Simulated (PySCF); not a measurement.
CH9NO2Si2, SMILES O[SiH](CN[SiH3])O. Atoms are numbered in the order given.

```xyz
15

O     -1.4815    -0.7897     1.2008
Si    -1.6136     0.2328    -0.1046
O     -1.9529     1.8122     0.3062
C      0.1146     0.2819    -0.8878
N      0.9755    -0.7468    -0.2805
Si     2.6955    -0.5113    -0.0874
H     -0.5403    -0.9362     1.3969
H     -2.7024    -0.2965    -0.9690
H     -2.8293     1.9974     0.6637
H      0.5212     1.2772    -0.6360
H      0.0917     0.2369    -1.9944
H      0.6838    -1.6927    -0.5174
H      2.9058     0.7158     0.7321
H      3.4551    -0.3323    -1.3676
H      3.2272    -1.7146     0.6135
```
Charge 0, spin multiplicity 1.

Geometry optimised at B3LYP-D3(BJ)/def2-SVP. The structure was generated by enumeration, and PubChem lists no compound with its InChIKey, so it may never have been made. Other conformers were not sampled.

The numbers are results of B3LYP-D3(BJ)/def2-SVP run with PySCF, not measurements.

Frequencies are harmonic and unscaled.

```json
[
 {"mode": "1", "ν (cm⁻¹)": "34", "IR (km/mol)": "1.3", "moving atoms (share of kinetic energy)": "O 39 %, H 29 %, C 20 %, Si 12 %"},
 {"mode": "2", "ν (cm⁻¹)": "56", "IR (km/mol)": "5.6", "moving atoms (share of kinetic energy)": "H 30 %, N 27 %, O 20 %, Si 18 %"},
 {"mode": "3", "ν (cm⁻¹)": "119", "IR (km/mol)": "0.4", "moving atoms (share of kinetic energy)": "H 67 %, O 17 %"},
 {"mode": "4", "ν (cm⁻¹)": "181", "IR (km/mol)": "0.7", "moving atoms (share of kinetic energy)": "H 47 %, N 23 %, O 20 %"},
 {"mode": "5", "ν (cm⁻¹)": "205", "IR (km/mol)": "37.2", "moving atoms (share of kinetic energy)": "H 34 %, N 28 %, O 20 %, Si 12 %"},
 {"mode": "6", "ν (cm⁻¹)": "247", "IR (km/mol)": "51.7", "moving atoms (share of kinetic energy)": "H 57 %, O 23 %, Si 9 %"},
 {"mode": "7", "ν (cm⁻¹)": "253", "IR (km/mol)": "26.6", "moving atoms (share of kinetic energy)": "H 38 %, O 29 %, Si 14 %, C 11 %, N 9 %"},
 {"mode": "8", "ν (cm⁻¹)": "319", "IR (km/mol)": "10.3", "moving atoms (share of kinetic energy)": "Si 48 %, H 40 %"},
 {"mode": "9", "ν (cm⁻¹)": "354", "IR (km/mol)": "86.5", "moving atoms (share of kinetic energy)": "O 59 %, Si 23 %, H 17 %"},
 {"mode": "10", "ν (cm⁻¹)": "428", "IR (km/mol)": "108.1", "moving atoms (share of kinetic energy)": "H 67 %, O 10 %, N 9 %, Si 9 %"},
 {"mode": "11", "ν (cm⁻¹)": "598", "IR (km/mol)": "30.2", "moving atoms (share of kinetic energy)": "H 84 %"},
 {"mode": "12", "ν (cm⁻¹)": "653", "IR (km/mol)": "35.7", "moving atoms (share of kinetic energy)": "H 61 %, C 30 %"},
 {"mode": "13", "ν (cm⁻¹)": "672", "IR (km/mol)": "39.2", "moving atoms (share of kinetic energy)": "H 79 %, C 10 %, Si 9 %"},
 {"mode": "14", "ν (cm⁻¹)": "707", "IR (km/mol)": "95.2", "moving atoms (share of kinetic energy)": "H 80 %, N 11 %, Si 9 %"},
 {"mode": "15", "ν (cm⁻¹)": "717", "IR (km/mol)": "91.5", "moving atoms (share of kinetic energy)": "H 48 %, C 27 %, Si 18 %"},
 {"mode": "16", "ν (cm⁻¹)": "795", "IR (km/mol)": "67.9", "moving atoms (share of kinetic energy)": "H 53 %, N 15 %, C 13 %, O 10 %, Si 8 %"},
 {"mode": "17", "ν (cm⁻¹)": "811", "IR (km/mol)": "130.9", "moving atoms (share of kinetic energy)": "O 48 %, H 37 %, Si 11 %"},
 {"mode": "18", "ν (cm⁻¹)": "843", "IR (km/mol)": "11.5", "moving atoms (share of kinetic energy)": "H 53 %, N 24 %, Si 11 %, C 9 %"},
 {"mode": "19", "ν (cm⁻¹)": "871", "IR (km/mol)": "23.3", "moving atoms (share of kinetic energy)": "H 63 %, O 20 %, Si 13 %"},
 {"mode": "20", "ν (cm⁻¹)": "904", "IR (km/mol)": "87.9", "moving atoms (share of kinetic energy)": "H 43 %, O 29 %, Si 24 %"},
 {"mode": "21", "ν (cm⁻¹)": "923", "IR (km/mol)": "93.4", "moving atoms (share of kinetic energy)": "H 94 %"},
 {"mode": "22", "ν (cm⁻¹)": "958", "IR (km/mol)": "273.1", "moving atoms (share of kinetic energy)": "H 72 %, Si 15 %, O 11 %"},
 {"mode": "23", "ν (cm⁻¹)": "964", "IR (km/mol)": "366.6", "moving atoms (share of kinetic energy)": "H 58 %, Si 27 %, O 13 %"},
 {"mode": "24", "ν (cm⁻¹)": "982", "IR (km/mol)": "171.4", "moving atoms (share of kinetic energy)": "H 91 %"},
 {"mode": "25", "ν (cm⁻¹)": "1007", "IR (km/mol)": "61.1", "moving atoms (share of kinetic energy)": "H 84 %, Si 12 %"},
 {"mode": "26", "ν (cm⁻¹)": "1099", "IR (km/mol)": "44.5", "moving atoms (share of kinetic energy)": "N 42 %, C 34 %, H 22 %"},
 {"mode": "27", "ν (cm⁻¹)": "1184", "IR (km/mol)": "55.1", "moving atoms (share of kinetic energy)": "H 89 %, N 9 %"},
 {"mode": "28", "ν (cm⁻¹)": "1265", "IR (km/mol)": "4.5", "moving atoms (share of kinetic energy)": "H 73 %, C 25 %"},
 {"mode": "29", "ν (cm⁻¹)": "1396", "IR (km/mol)": "15.3", "moving atoms (share of kinetic energy)": "H 78 %, N 15 %"},
 {"mode": "30", "ν (cm⁻¹)": "1452", "IR (km/mol)": "15.4", "moving atoms (share of kinetic energy)": "H 92 %"},
 {"mode": "31", "ν (cm⁻¹)": "2175", "IR (km/mol)": "176.5", "moving atoms (share of kinetic energy)": "H 97 %"},
 {"mode": "32", "ν (cm⁻¹)": "2227", "IR (km/mol)": "105.9", "moving atoms (share of kinetic energy)": "H 98 %"},
 {"mode": "33", "ν (cm⁻¹)": "2232", "IR (km/mol)": "131.5", "moving atoms (share of kinetic energy)": "H 96 %"},
 {"mode": "34", "ν (cm⁻¹)": "2236", "IR (km/mol)": "160.2", "moving atoms (share of kinetic energy)": "H 97 %"},
 {"mode": "35", "ν (cm⁻¹)": "2990", "IR (km/mol)": "37.5", "moving atoms (share of kinetic energy)": "H 94 %"},
 {"mode": "36", "ν (cm⁻¹)": "3063", "IR (km/mol)": "7.0", "moving atoms (share of kinetic energy)": "H 91 %, C 9 %"},
 {"mode": "37", "ν (cm⁻¹)": "3559", "IR (km/mol)": "15.0", "moving atoms (share of kinetic energy)": "H 93 %"},
 {"mode": "38", "ν (cm⁻¹)": "3735", "IR (km/mol)": "156.7", "moving atoms (share of kinetic energy)": "H 94 %"},
 {"mode": "39", "ν (cm⁻¹)": "3872", "IR (km/mol)": "90.5", "moving atoms (share of kinetic energy)": "H 94 %"}
]
```
